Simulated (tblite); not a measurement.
Record of a relaxation.

Compound: C7H9O (doublet state).
Bonds: C1–C2 (double), C2–C3, C3–C4, C4–C5, C5–C6 (double), C6–C7, C7–O8, C4–O8. Hydrogens: H9, H10 on C1; H11 on C2; H12, H13 on C3; H14 on C5; H15 on C6; H16, H17 on C7.
Bond orders are those of one Lewis drawing.

Computed with GFN2-xTB (tblite), gas phase: L-BFGS steps from a force-field or distance-geometry start until the largest atomic force falls under 0.01 eV/Å. 9 of its 179 geometries are shown.

Step 0: E = -639.1502 eV, largest atomic force 2.757 eV/Å
```
atom  x, y, z in Å  |  force x, y, z in eV/Å
C1      3.053    0.056   -0.035   -1.728   1.465   0.577
C2      1.744    0.346    0.199    2.595  -0.890   0.275
C3      0.714   -0.725    0.073    1.223  -0.080  -1.632
C4     -0.239   -0.195   -0.996   -0.958   0.873   1.752
C5     -0.858    1.101   -0.570   -0.024   0.200  -0.366
C6     -2.126    0.840   -0.193    0.874   0.715  -0.053
C7     -2.322   -0.629   -0.352   -1.064  -0.196  -0.518
O8     -1.300   -1.040   -1.231    0.002  -0.538   0.071
H9      3.786    0.870    0.083   -0.262  -0.817  -0.243
H10     3.357   -0.939   -0.329    0.116   0.341   0.078
H11     1.433    1.340    0.508    0.144  -0.341  -0.043
H12     1.226   -1.618   -0.371   -0.511   0.335   0.704
H13     0.228   -0.978    1.039   -0.009   0.172  -0.641
H14    -0.362    2.086   -0.595   -0.400  -0.880   0.011
H15    -2.853    1.558    0.167    0.134  -0.432  -0.034
H16    -2.184   -1.202    0.588   -0.242   0.268  -0.016
H17    -3.304   -0.859   -0.787    0.109  -0.196   0.078
```

Step 22: E = -640.5096 eV, largest atomic force 0.376 eV/Å
```
atom  x, y, z in Å  |  force x, y, z in eV/Å
C1      3.314    0.106   -0.061    0.127   0.050  -0.133
C2      2.023    0.319    0.106    0.034  -0.001   0.246
C3      0.956   -0.705   -0.071   -0.183  -0.145   0.076
C4     -0.415   -0.230   -0.415   -0.142   0.071  -0.129
C5     -1.001    1.025   -0.409   -0.106   0.167   0.042
C6     -2.373    0.885   -0.373    0.014   0.025   0.121
C7     -2.665   -0.578   -0.342    0.225  -0.077  -0.205
O8     -1.389   -1.202   -0.477   -0.071  -0.032   0.230
H9      4.029    0.840    0.275    0.060  -0.014  -0.236
H10     3.708   -0.774   -0.538    0.005  -0.095   0.102
H11     1.734    1.243    0.571   -0.298   0.201   0.109
H12     1.287   -1.504   -0.737   -0.050   0.013  -0.148
H13     0.831   -1.175    0.922    0.088  -0.089  -0.074
H14    -0.481    1.963   -0.460    0.070  -0.056   0.116
H15    -3.123    1.645   -0.245    0.145  -0.122  -0.162
H16    -3.112   -0.931    0.602   -0.053   0.096   0.076
H17    -3.331   -0.917   -1.150    0.134   0.006  -0.032
```

Step 44: E = -640.6627 eV, largest atomic force 0.054 eV/Å
```
atom  x, y, z in Å  |  force x, y, z in eV/Å
C1      3.282    0.142   -0.100   -0.003   0.029  -0.033
C2      2.004    0.321    0.180    0.001  -0.014  -0.019
C3      0.964   -0.739   -0.022    0.030  -0.027   0.003
C4     -0.429   -0.244   -0.170    0.018  -0.007  -0.028
C5     -0.980    1.016   -0.309    0.015   0.000   0.014
C6     -2.348    0.890   -0.407    0.006  -0.009  -0.010
C7     -2.661   -0.566   -0.333   -0.034  -0.009   0.007
O8     -1.406   -1.209   -0.179   -0.015   0.004   0.009
H9      4.021    0.905    0.075   -0.024   0.010   0.013
H10     3.650   -0.781   -0.520   -0.027   0.012   0.002
H11     1.664    1.256    0.603   -0.005  -0.046   0.028
H12     1.224   -1.351   -0.895    0.005   0.005   0.020
H13     0.979   -1.425    0.837    0.011   0.008   0.007
H14    -0.428    1.934   -0.337    0.017   0.018  -0.008
H15    -3.087    1.657   -0.506   -0.004  -0.006  -0.020
H16    -3.304   -0.833    0.521    0.001   0.001   0.016
H17    -3.151   -0.961   -1.239    0.009   0.030  -0.002
```

Step 67: E = -640.6995 eV, largest atomic force 0.114 eV/Å
```
atom  x, y, z in Å  |  force x, y, z in eV/Å
C1      3.117    0.347   -0.232   -0.065  -0.027   0.058
C2      1.938    0.208    0.345    0.010  -0.095   0.028
C3      0.969   -0.904    0.078   -0.078   0.028  -0.015
C4     -0.402   -0.370   -0.150   -0.008  -0.018  -0.018
C5     -0.834    0.921   -0.389    0.032  -0.006  -0.014
C6     -2.205    0.913   -0.499    0.011   0.080  -0.007
C7     -2.654   -0.497   -0.316    0.032   0.020  -0.008
O8     -1.462   -1.243   -0.104   -0.006   0.021  -0.002
H9      3.766    1.171    0.011    0.031  -0.008  -0.016
H10     3.488   -0.357   -0.957   -0.017  -0.007  -0.044
H11     1.605    0.931    1.076    0.002   0.014   0.058
H12     1.297   -1.497   -0.784    0.005   0.006   0.024
H13     0.915   -1.585    0.938    0.099   0.047  -0.033
H14    -0.185    1.770   -0.473   -0.026   0.024  -0.025
H15    -2.857    1.735   -0.699   -0.062  -0.008   0.013
H16    -3.320   -0.639    0.550    0.009   0.005   0.022
H17    -3.182   -0.892   -1.197    0.030  -0.077  -0.021
```

Step 89: E = -640.7163 eV, largest atomic force 0.029 eV/Å
```
atom  x, y, z in Å  |  force x, y, z in eV/Å
C1      3.038    0.408   -0.262    0.007  -0.001  -0.009
C2      1.956    0.148    0.446   -0.024   0.004   0.015
C3      0.968   -0.927    0.115   -0.001  -0.002  -0.006
C4     -0.390   -0.368   -0.123    0.009   0.007   0.008
C5     -0.802    0.912   -0.448    0.004   0.001   0.002
C6     -2.173    0.914   -0.568   -0.001   0.006  -0.001
C7     -2.638   -0.479   -0.305   -0.009   0.014  -0.005
O8     -1.461   -1.219   -0.019    0.008   0.011  -0.010
H9      3.723    1.192    0.008    0.006  -0.005   0.003
H10     3.286   -0.158   -1.146    0.000   0.007   0.008
H11     1.722    0.732    1.327    0.004  -0.002  -0.003
H12     1.304   -1.484   -0.767    0.001   0.003  -0.022
H13     0.900   -1.643    0.941    0.002   0.004   0.010
H14    -0.147    1.751   -0.581    0.009  -0.022   0.001
H15    -2.825    1.729   -0.801   -0.005  -0.014  -0.007
H16    -3.326   -0.559    0.551    0.000  -0.004   0.011
H17    -3.141   -0.938   -1.173   -0.010  -0.007   0.004
```

Step 111: E = -640.7173 eV, largest atomic force 0.021 eV/Å
```
atom  x, y, z in Å  |  force x, y, z in eV/Å
C1      3.039    0.411   -0.245    0.004  -0.001   0.000
C2      1.952    0.145    0.455    0.013  -0.005  -0.011
C3      0.970   -0.926    0.099   -0.005  -0.006  -0.002
C4     -0.390   -0.368   -0.133   -0.008   0.002   0.003
C5     -0.801    0.909   -0.466   -0.004  -0.005  -0.019
C6     -2.173    0.911   -0.582   -0.004   0.006   0.006
C7     -2.640   -0.475   -0.289    0.001   0.004  -0.003
O8     -1.461   -1.218   -0.019   -0.010   0.003   0.017
H9      3.729    1.187    0.041    0.001   0.006   0.003
H10     3.287   -0.143   -1.136    0.004   0.009   0.012
H11     1.716    0.715    1.343   -0.003   0.002   0.006
H12     1.315   -1.462   -0.793   -0.018  -0.002  -0.008
H13     0.902   -1.659    0.910    0.001   0.000   0.002
H14    -0.143    1.743   -0.608    0.000  -0.005  -0.009
H15    -2.829    1.719   -0.830    0.008   0.006   0.006
H16    -3.308   -0.533    0.586    0.014  -0.014  -0.006
H17    -3.170   -0.946   -1.134    0.005   0.000   0.001
```

Step 134: E = -640.7261 eV, largest atomic force 0.045 eV/Å
```
atom  x, y, z in Å  |  force x, y, z in eV/Å
C1      3.055    0.454   -0.026   -0.037  -0.003   0.025
C2      1.915    0.059    0.511    0.024   0.004  -0.023
C3      0.986   -0.939   -0.116    0.017  -0.009   0.004
C4     -0.384   -0.379   -0.263   -0.010  -0.017   0.009
C5     -0.815    0.835   -0.769   -0.010   0.015   0.003
C6     -2.187    0.885   -0.676    0.010   0.019   0.008
C7     -2.634   -0.400   -0.062    0.002   0.004  -0.006
O8     -1.442   -1.133    0.175    0.022   0.002  -0.013
H9      3.696    1.170    0.461   -0.010  -0.005  -0.015
H10     3.400    0.071   -0.974   -0.008   0.006   0.019
H11     1.586    0.460    1.461    0.010  -0.011  -0.011
H12     1.383   -1.245   -1.091   -0.013   0.008   0.019
H13     0.913   -1.829    0.516    0.003   0.013  -0.012
H14    -0.166    1.596   -1.159   -0.025  -0.029   0.002
H15    -2.854    1.670   -0.964    0.009  -0.013  -0.004
H16    -3.168   -0.270    0.893    0.011   0.009  -0.003
H17    -3.289   -0.994   -0.721    0.004   0.010  -0.002
```

Step 156: E = -640.7307 eV, largest atomic force 0.157 eV/Å
```
atom  x, y, z in Å  |  force x, y, z in eV/Å
C1      2.970    0.522    0.168   -0.056  -0.050   0.002
C2      1.873   -0.084    0.588    0.060   0.037  -0.012
C3      1.011   -0.963   -0.281    0.025  -0.017  -0.003
C4     -0.364   -0.405   -0.379   -0.052   0.009   0.001
C5     -0.839    0.708   -1.055    0.001  -0.014   0.006
C6     -2.180    0.847   -0.781    0.014  -0.063   0.022
C7     -2.561   -0.271    0.138   -0.006   0.055  -0.037
O8     -1.366   -1.010    0.340    0.078   0.100  -0.056
H9      3.558    1.152    0.816   -0.035  -0.028  -0.034
H10     3.339    0.406   -0.843   -0.075   0.011   0.132
H11     1.522    0.047    1.607    0.040  -0.014  -0.136
H12     1.458   -1.032   -1.278   -0.032  -0.020   0.059
H13     0.945   -1.963    0.158    0.010   0.071  -0.031
H14    -0.244    1.339   -1.693   -0.066  -0.084   0.115
H15    -2.866    1.588   -1.136    0.006  -0.027   0.014
H16    -2.937    0.075    1.118    0.027  -0.020  -0.079
H17    -3.327   -0.944   -0.288    0.060   0.053   0.037
```

Step 178: E = -640.7366 eV, largest atomic force 0.010 eV/Å
```
atom  x, y, z in Å  |  force x, y, z in eV/Å
C1      2.882    0.567    0.259    0.003   0.000  -0.004
C2      1.846   -0.172    0.607   -0.007   0.004   0.005
C3      1.028   -0.990   -0.355   -0.004   0.002  -0.002
C4     -0.345   -0.424   -0.427   -0.003  -0.001  -0.002
C5     -0.847    0.623   -1.181   -0.001   0.003   0.003
C6     -2.164    0.819   -0.836    0.001   0.002  -0.004
C7     -2.492   -0.179    0.224    0.001   0.001   0.000
O8     -1.297   -0.918    0.423   -0.001  -0.003   0.005
H9      3.426    1.160    0.974   -0.001  -0.003  -0.002
H10     3.237    0.603   -0.759    0.001   0.002   0.003
H11     1.499   -0.192    1.631    0.002  -0.004  -0.001
H12     1.488   -0.972   -1.344    0.002   0.001  -0.006
H13     0.965   -2.021    0.000    0.002  -0.004   0.009
H14    -0.286    1.171   -1.913   -0.002   0.004  -0.004
H15    -2.862    1.532   -1.220    0.004  -0.007   0.003
H16    -2.790    0.282    1.180    0.005   0.001   0.001
H17    -3.294   -0.876   -0.064   -0.002   0.002  -0.005
```

**Question.** Summarise the path.

**Answer.** The energy falls by 1.5864 eV from step 0 to step 178; nine tenths of that is first reached at step 26. It rises by more than 0.2 meV at steps 122, 141, 144, 147, 150, 153, 156 and 165 and others. The largest force goes from 2.757 to 0.010 eV/Å. Among the bonds C4–C5 changes most, from 1.497 to 1.384 Å; the atoms move by 1.203 Å rms after alignment.

**Question.** Follow the three bonds and two angles with the largest change from start to end.

**Answer.** 
| step | E above end (eV) | largest force (eV/Å) | C4–C5 (Å) | C1=C2 (Å) | C3–C4 (Å) | C3–C4–C5 (°) | C5–C4–O8 (°) |
| --- | --- | --- | --- | --- | --- | --- | --- |
| 0 | 1.5864 | 2.757 | 1.497 | 1.361 | 1.527 | 111.1 | 105.2 |
| 8 | 0.9571 | 0.493 | 1.434 | 1.319 | 1.515 | 119.6 | 108.2 |
| 15 | 0.5158 | 0.667 | 1.395 | 1.321 | 1.498 | 127.1 | 109.7 |
| 23 | 0.2087 | 0.368 | 1.387 | 1.319 | 1.493 | 133.3 | 109.9 |
| 31 | 0.0917 | 0.196 | 1.383 | 1.319 | 1.488 | 133.9 | 110.5 |
| 39 | 0.0758 | 0.054 | 1.382 | 1.320 | 1.486 | 133.6 | 110.8 |
| 46 | 0.0731 | 0.067 | 1.382 | 1.321 | 1.486 | 133.3 | 110.8 |
| 54 | 0.0596 | 0.125 | 1.383 | 1.319 | 1.486 | 132.2 | 110.9 |
| 62 | 0.0433 | 0.087 | 1.383 | 1.320 | 1.487 | 130.8 | 111.0 |
| 70 | 0.0299 | 0.207 | 1.382 | 1.322 | 1.485 | 130.1 | 111.3 |
| 77 | 0.0232 | 0.066 | 1.382 | 1.320 | 1.488 | 130.3 | 111.1 |
| 85 | 0.0208 | 0.034 | 1.382 | 1.320 | 1.488 | 131.1 | 111.0 |
| 93 | 0.0200 | 0.019 | 1.383 | 1.320 | 1.488 | 131.1 | 111.1 |
| 101 | 0.0198 | 0.017 | 1.382 | 1.319 | 1.488 | 131.0 | 111.1 |
| 108 | 0.0195 | 0.025 | 1.383 | 1.319 | 1.488 | 130.9 | 111.1 |
| 116 | 0.0183 | 0.048 | 1.383 | 1.320 | 1.488 | 131.0 | 111.1 |
| 124 | 0.0142 | 0.038 | 1.384 | 1.320 | 1.488 | 130.8 | 111.0 |
| 132 | 0.0109 | 0.029 | 1.384 | 1.320 | 1.487 | 130.7 | 111.0 |
| 139 | 0.0094 | 0.027 | 1.384 | 1.320 | 1.486 | 130.7 | 111.1 |
| 147 | 0.0118 | 0.234 | 1.387 | 1.324 | 1.486 | 130.7 | 111.2 |
| 155 | 0.0051 | 0.039 | 1.385 | 1.320 | 1.487 | 130.7 | 111.0 |
| 163 | 0.0023 | 0.022 | 1.385 | 1.320 | 1.487 | 130.6 | 111.0 |
| 170 | 0.0008 | 0.018 | 1.384 | 1.320 | 1.487 | 130.6 | 111.0 |
| 178 | 0.0000 | 0.010 | 1.384 | 1.320 | 1.487 | 130.5 | 111.0 |

The cost below is that of the whole relaxation. Time: 1.2 s of wall time. Hardware: an Arm Neoverse V1 with one thread, no GPU, shared host with 32 logical CPUs at a one-minute load of 20.
